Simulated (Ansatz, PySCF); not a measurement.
Dissociation curve of SMILES BrC, singlet. The C1–Br5 bond (C1 also carries H, H, H; Br5 carries nothing else) is pulled apart rigidly from the PBE0/def2-TZVP optimised geometry.

Methods: RKS-PBE = restricted PBE/cc-pVDZ (Ansatz, a quantum-chemistry and plane-wave program); UKS-PBE = unrestricted PBE/cc-pVDZ run with Ansatz; RKS-PBE0 = restricted PBE0/cc-pVDZ in PySCF; UCCSD(T) = CCSD(T) on UHF/cc-pVDZ, 10 core orbitals frozen (PySCF).

Energies relative to the lowest point of each curve near equilibrium, in kcal/mol; the last columns give the difference from UCCSD(T):

```json
[
 {"R / Å": "1.54", "RKS-PBE": "71.1", "UKS-PBE": "71.1", "RKS-PBE0": "68.4", "UCCSD(T)": "74.0", "RKS-PBE − UCCSD(T)": "-2.9", "UKS-PBE − UCCSD(T)": "-2.9", "RKS-PBE0 − UCCSD(T)": "-5.6"},
 {"R / Å": "1.65", "RKS-PBE": "31.4", "UKS-PBE": "31.4", "RKS-PBE0": "29.2", "UCCSD(T)": "32.5", "RKS-PBE − UCCSD(T)": "-1.1", "UKS-PBE − UCCSD(T)": "-1.1", "RKS-PBE0 − UCCSD(T)": "-3.3"},
 {"R / Å": "1.73", "RKS-PBE": "14.9", "UKS-PBE": "14.9", "RKS-PBE0": "13.2", "UCCSD(T)": "15.3", "RKS-PBE − UCCSD(T)": "-0.4", "UKS-PBE − UCCSD(T)": "-0.4", "RKS-PBE0 − UCCSD(T)": "-2.1"},
 {"R / Å": "1.80", "RKS-PBE": "6.3", "UKS-PBE": "6.3", "RKS-PBE0": "5.1", "UCCSD(T)": "6.4", "RKS-PBE − UCCSD(T)": "-0.1", "UKS-PBE − UCCSD(T)": "-0.1", "RKS-PBE0 − UCCSD(T)": "-1.3"},
 {"R / Å": "1.88", "RKS-PBE": "1.3", "UKS-PBE": "1.3", "RKS-PBE0": "0.8", "UCCSD(T)": "1.3", "RKS-PBE − UCCSD(T)": "0.0", "UKS-PBE − UCCSD(T)": "0.0", "RKS-PBE0 − UCCSD(T)": "-0.5"},
 {"R / Å": "1.93", "RKS-PBE": "0.1", "UKS-PBE": "0.1", "RKS-PBE0": "0.0", "UCCSD(T)": "0.1", "RKS-PBE − UCCSD(T)": "0.0", "UKS-PBE − UCCSD(T)": "0.0", "RKS-PBE0 − UCCSD(T)": "-0.1"},
 {"R / Å": "1.97", "RKS-PBE": "0.0", "UKS-PBE": "0.0", "RKS-PBE0": "0.2", "UCCSD(T)": "0.0", "RKS-PBE − UCCSD(T)": "0.0", "UKS-PBE − UCCSD(T)": "0.0", "RKS-PBE0 − UCCSD(T)": "0.2"},
 {"R / Å": "2.07", "RKS-PBE": "2.1", "UKS-PBE": "2.1", "RKS-PBE0": "3.2", "UCCSD(T)": "2.3", "RKS-PBE − UCCSD(T)": "-0.2", "UKS-PBE − UCCSD(T)": "-0.2", "RKS-PBE0 − UCCSD(T)": "0.9"},
 {"R / Å": "2.14", "RKS-PBE": "5.0", "UKS-PBE": "5.0", "RKS-PBE0": "6.7", "UCCSD(T)": "5.4", "RKS-PBE − UCCSD(T)": "-0.3", "UKS-PBE − UCCSD(T)": "-0.3", "RKS-PBE0 − UCCSD(T)": "1.3"},
 {"R / Å": "2.26", "RKS-PBE": "11.7", "UKS-PBE": "11.7", "RKS-PBE0": "14.4", "UCCSD(T)": "12.3", "RKS-PBE − UCCSD(T)": "-0.6", "UKS-PBE − UCCSD(T)": "-0.6", "RKS-PBE0 − UCCSD(T)": "2.1"},
 {"R / Å": "2.39", "RKS-PBE": "20.2", "UKS-PBE": "20.2", "RKS-PBE0": "24.0", "UCCSD(T)": "21.3", "RKS-PBE − UCCSD(T)": "-1.1", "UKS-PBE − UCCSD(T)": "-1.1", "RKS-PBE0 − UCCSD(T)": "2.7"},
 {"R / Å": "2.62", "RKS-PBE": "35.6", "UKS-PBE": "35.6", "RKS-PBE0": "41.2", "UCCSD(T)": "38.0", "RKS-PBE − UCCSD(T)": "-2.4", "UKS-PBE − UCCSD(T)": "-2.4", "RKS-PBE0 − UCCSD(T)": "3.2"},
 {"R / Å": "2.92", "RKS-PBE": "53.5", "UKS-PBE": "53.5", "RKS-PBE0": "61.4", "UCCSD(T)": "56.4", "RKS-PBE − UCCSD(T)": "-2.9", "UKS-PBE − UCCSD(T)": "-2.9", "RKS-PBE0 − UCCSD(T)": "5.1"},
 {"R / Å": "3.15", "RKS-PBE": "64.7", "UKS-PBE": "64.0", "RKS-PBE0": "74.3", "UCCSD(T)": "65.1", "RKS-PBE − UCCSD(T)": "-0.4", "UKS-PBE − UCCSD(T)": "-1.1", "RKS-PBE0 − UCCSD(T)": "9.1"},
 {"R / Å": "3.49", "RKS-PBE": "77.3", "UKS-PBE": "72.5", "RKS-PBE0": "89.2", "UCCSD(T)": "70.7", "RKS-PBE − UCCSD(T)": "6.6", "UKS-PBE − UCCSD(T)": "1.8", "RKS-PBE0 − UCCSD(T)": "18.5"},
 {"R / Å": "3.82", "RKS-PBE": "85.9", "UKS-PBE": "76.9", "RKS-PBE0": "99.7", "UCCSD(T)": "72.5", "RKS-PBE − UCCSD(T)": "13.3", "UKS-PBE − UCCSD(T)": "4.3", "RKS-PBE0 − UCCSD(T)": "27.2"},
 {"R / Å": "4.25", "RKS-PBE": "93.0", "UKS-PBE": "79.8", "RKS-PBE0": "109.0", "UCCSD(T)": "73.4", "RKS-PBE − UCCSD(T)": "19.6", "UKS-PBE − UCCSD(T)": "6.4", "RKS-PBE0 − UCCSD(T)": "35.6"},
 {"R / Å": "4.76", "RKS-PBE": "97.8", "UKS-PBE": "81.5", "RKS-PBE0": "115.6", "UCCSD(T)": "73.8", "RKS-PBE − UCCSD(T)": "24.0", "UKS-PBE − UCCSD(T)": "7.7", "RKS-PBE0 − UCCSD(T)": "41.8"},
 {"R / Å": "5.16", "RKS-PBE": "99.9", "UKS-PBE": "82.2", "RKS-PBE0": "118.7", "UCCSD(T)": "73.9", "RKS-PBE − UCCSD(T)": "26.0", "UKS-PBE − UCCSD(T)": "8.3", "RKS-PBE0 − UCCSD(T)": "44.8"},
 {"R / Å": "5.86", "RKS-PBE": "101.6", "UKS-PBE": "82.7", "RKS-PBE0": "121.8", "UCCSD(T)": "74.0", "RKS-PBE − UCCSD(T)": "27.6", "UKS-PBE − UCCSD(T)": "8.7", "RKS-PBE0 − UCCSD(T)": "47.8"},
 {"R / Å": "6.73", "RKS-PBE": "102.2", "UKS-PBE": "82.8", "RKS-PBE0": "123.6", "UCCSD(T)": "74.1", "RKS-PBE − UCCSD(T)": "28.1", "UKS-PBE − UCCSD(T)": "8.8", "RKS-PBE0 − UCCSD(T)": "49.5"}
]
```

RKS-PBE is furthest from UCCSD(T) at 6.73 (28.1 kcal/mol, above); its mean absolute difference over the points is 7.5 kcal/mol.

UKS-PBE is furthest from UCCSD(T) at 6.73 (8.8 kcal/mol, above); its mean absolute difference over the points is 2.8 kcal/mol.

RKS-PBE0 is furthest from UCCSD(T) at 6.73 (49.5 kcal/mol, above); its mean absolute difference over the points is 14.4 kcal/mol.

The restricted form behind RKS-PBE, RKS-PBE0 keeps the bonding electrons paired and can't separate into open-shell fragments. The unrestricted determinant behind UKS-PBE is spin-contaminated at 3.15 to 6.73 Å (<S²> up to 0.9, against 0.00 for a pure singlet). At the longest distance RKS-PBE0 leaves fractional charges on the fragments, a sign of delocalisation error or of the restricted form. The unrestricted determinant behind UCCSD(T) is spin-contaminated at 2.39 to 6.73 Å (<S²> up to 1.0, against 0.00 for a pure singlet).
